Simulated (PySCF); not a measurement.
Species: trans-PtCl2(PF3)2 (singlet state).
Bonds: Pt1–Cl2, Pt1–P3, Pt1–Cl7, Pt1–P8, P3–F4, P3–F5, P3–F6, P8–F9, P8–F10, P8–F11.

Theory: PBE0-D3(BJ)/def2-SVP geometry optimisation, gas phase, def2 core potentials past Kr in PySCF.

(1) What internal coordinates does the optimisation give?

Results:

(1) 
```json
{"bond": "Pt1–Cl2, Pt1–Cl7", "length (Å)": "2.325"}
{"bond": "Pt1–P3, Pt1–P8", "length (Å)": "2.247"}
{"bond": "P3–F4 and 5 like bonds", "length (Å)": "1.564"}
```

Bonds in one row agree within 0.01 Å and their mean is given. A selection of angles:
```json
{"angle": "Cl2–Pt1–P3", "degrees": "85.4"}
{"angle": "Cl2–Pt1–Cl7", "degrees": "180.0"}
{"angle": "Cl2–Pt1–P8", "degrees": "94.5"}
{"angle": "P3–Pt1–P8", "degrees": "180.0"}
{"angle": "Pt1–P3–F4", "degrees": "117.0"}
{"angle": "Pt1–P3–F6", "degrees": "118.9"}
{"angle": "F4–P3–F5", "degrees": "100.8"}
{"angle": "F4–P3–F6", "degrees": "100.0"}
```

Torsions: Cl2–Pt1–P3–F4 60° (synclinal); Cl2–Pt1–P8–F9 119° (anticlinal).

P3 (phosphorus bonded to 3 F and Pt) is distorted tetrahedral (angles from 100.0° to 118.9°). All 6 F–P bonds measure 1.564 Å. Pt1 (platinum bonded to 2 Cl and 2 P) is square planar (angles from 85.4° to 180.0°).

Point group: C2h (every atom within 0.08 Å of its image). Stationary, but not proved a minimum.

On Arm Neoverse V2, one thread, on a shared host, this took 5.1 min of wall time and 1.1 GiB of memory at its peak. This is the geometry optimisation.
